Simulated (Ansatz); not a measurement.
`BO[SiH3]` + HI → `BI` + silanol at 500 K and 1 bar (ligand exchange at a B–O bond).

Gas-phase electronic energies from Ansatz, PBE0-D4/def2-TZVP geometries. CBS: MP2 limit from def2 TZ/QZ plus the TZ coupled-cluster correction, frozen cores. Elements past krypton have def2 core potentials. For I outer-core shells are correlated without core-valence functions, which leaves a few kJ/mol of doubt a bond.

```json
{"species": "`BO[SiH3]`", "CCSD(T)/CBS energy (Eh)": "-392.11480", "H − E (kJ/mol)": "167.4", "S (J/(mol·K))": "338.5"}
{"species": "HI", "CCSD(T)/CBS energy (Eh)": "-298.03592", "H − E (kJ/mol)": "28.6", "S (J/(mol·K))": "221.6"}
{"species": "`BI`", "CCSD(T)/CBS energy (Eh)": "-323.43628", "H − E (kJ/mol)": "73.5", "S (J/(mol·K))": "279.1"}
{"species": "`O[SiH3]`", "CCSD(T)/CBS energy (Eh)": "-366.69042", "H − E (kJ/mol)": "127.5", "S (J/(mol·K))": "292.9"}
```

H − E and S are ideal-gas, rigid-rotor, harmonic terms from PBE0-D4/def2-TZVP. 1 Eh = 2625.50 kJ/mol, R = 8.31446 J/(mol·K).

Task: By hand: ΔE, ΔH, ΔS and ΔG.

Result: ΔE = (-323.43628) + (-366.69042) − (-392.11480) − (-298.03592) = 0.02402 Eh = 63.1 kJ/mol. Δ(H − E) = 73.5 + 127.5 − 167.4 − 28.6 = 5.0, so ΔH = 68.1 kJ/mol. ΔS = 279.1 + 292.9 − 338.5 − 221.6 = 11.9 J/(mol·K). ΔG = 68.1 − 500 × (11.9)/1000 = 62.1 kJ/mol.

Task: By hand: the equilibrium constant, and the temperature at which ΔG would vanish if ΔH and ΔS stayed fixed.

Result: log₁₀ K = −ΔG/(RT ln 10) = -6.5. ΔG = 0 at ΔH/ΔS = 5723 K, far beyond where these terms or the molecules hold.

The number of gas molecules stays the same, so ΔS is small and ΔH decides. A doubt of 5 kJ/mol in ΔE shifts log₁₀ K by 0.5 here. These are equilibria of isolated gas molecules and say nothing of rates. Largest T1 diagnostic: 0.013 (customary marks: 0.02 for closed shells, 0.045 for open ones).
